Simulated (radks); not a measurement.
Results of a calculation; reference values are marked as such.
Task: Species: the titanium ion Ti3+. Configuration: [Ar] 4d1 (not the ground configuration). Code: a radial shooting solver on a logarithmic mesh with Libxc functionals. Model: non-relativistic Kohn-Sham, SCAN, spin-polarised, spherical densities, point nucleus; open shells are filled with parallel spins first; meta-GGA in the generalised Kohn-Sham scheme. Some entries of the table are withheld. Estimate them.

orbital  occ.  eigenvalue (eV)  <1/r> (bohr^-1)  <r> (bohr)
1s up       1        -4901.834            21.52     0.07020
1s down     1        -4901.832            21.52     0.07020
2s up       1        -585.0825            4.512      0.3265
2s down     1        -584.9869            4.513      0.3265
2p up       3        -495.0885              (1)         (2)
2p down     3        -495.0185              (3)         (4)
3s up       1        -106.5716            1.423      0.9827
3s down     1        -106.4612            1.421      0.9842
3p up       3         -81.7421            1.318         (5)
3p down     3         -81.6206            1.317         (6)
4d up       1         -16.5023           0.3611       3.623

Result: 
(1) 2p up <1/r> (bohr^-1): 4.433
(2) 2p up <r> (bohr): 0.2904
(3) 2p down <1/r> (bohr^-1): 4.434
(4) 2p down <r> (bohr): 0.2904
(5) 3p up <r> (bohr): 1.032
(6) 3p down <r> (bohr): 1.032
